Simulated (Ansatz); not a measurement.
Reaction (redistribution): `B[CH](C)[ZnH]` + `[OH][SnH]([F])[F]` → `[BH2][SnH]([OH])[F]` + `C[CH](F)[ZnH]`

Program: Ansatz. Geometries: PBE0-D4/def2-TZVP. ΔE: electronic, gas phase. CCSD(T)/CBS adds triple-zeta CCSD(T) − MP2 to the extrapolated MP2 energy (def2 sets, frozen cores). DFT in def2-TZVPP. B3LYP here is the variant with VWN-RPA as its local correlation; programs differ in this. def2 core potentials past Kr. For Sn, Zn outer-core shells are correlated without core-valence functions, which leaves a few kJ/mol of doubt a bond. Scalar relativity is left out up to krypton. One conformer a species, not always the lowest.

`B[CH](C)[ZnH]`:

Cartesian coordinates in Å:
```
B 0.259 -1.283 -0.631
C -0.368 0.047 -0.416
C 0.375 1.365 -0.353
Zn -0.621 -0.722 1.482
H -0.436 -2.258 -0.786
H 1.450 -1.432 -0.528
H -1.434 0.159 -0.652
H -0.036 2.076 0.372
H 0.329 1.861 -1.328
H 1.431 1.212 -0.118
H -0.951 -1.026 2.958
```

`[OH][SnH]([F])[F]`:

Z-matrix (Å, degrees):
```
Sn
F 1 1.904
F 1 1.904 2 102.4
O 1 1.929 2 107.5 3 -113.1
H 1 1.682 2 112.3 3 120.7
H 4 0.961 1 113.7 2 55.1
```

`[BH2][SnH]([OH])[F]`:

Z-matrix (Å, degrees):
```
Sn
O 1 1.959
F 1 1.932 2 103.4
B 1 2.245 2 106.6 3 115.4
H 1 1.710 2 109.7 3 -108.6
H 2 0.960 1 113.4 3 52.0
H 4 1.190 1 119.8 2 -129.0
H 4 1.191 1 119.6 2 51.4
```

`C[CH](F)[ZnH]`:

```xyz
9

C     0.657   -0.477    0.809
C    -0.564    0.118    0.151
F    -1.547   -0.894    0.047
Zn   -0.322    0.851   -1.672
H     1.116   -1.257    0.197
H     1.406    0.303    0.976
H     0.406   -0.916    1.781
H    -0.995    0.875    0.817
H    -0.156    1.398   -3.106
```

Problem. Is it downhill or uphill in electronic energy at CCSD(T)/CBS, and by how much? (Best estimate.)

Solution. The calculation gave: Uphill: ΔE = +52.3 kcal/mol.

Problem. What do these levels give: PBE-D4, PBE0-D4, B3LYP-D4, ωB97X-V, PBE, PBE0, HF/def2-TZVPP, SCS-MP2/def2-TZVPP, CCSD/def2-TZVPP, HF/def2-QZVPP, SCS-MP2/def2-QZVPP, CCSD/CBS(def2)? (An estimate is asked.)

Solution. Computed: PBE-D4 50.9, PBE0-D4 50.8, B3LYP-D4 49.0, ωB97X-V 48.8, PBE 50.3, PBE0 50.3, HF/def2-TZVPP 45.4, SCS-MP2/def2-TZVPP 52.0, CCSD/def2-TZVPP 49.8, HF/def2-QZVPP 46.5, SCS-MP2/def2-QZVPP 52.9, CCSD/CBS(def2) 50.7 kcal/mol.

Largest T1 diagnostic among the species: 0.015.

The D4 term adds +1.0 kcal/mol with B3LYP and +0.5 kcal/mol with PBE0; it sums over pairs of atoms, weighted by their polarisabilities, and B3LYP, whose exchange is more repulsive, gets the larger term. In def2-TZVPP, CCSD(T) changes the Hartree–Fock value by +6.0 kcal/mol (the triples alone add +1.6 kcal/mol) and MP2 by +9.3 kcal/mol.
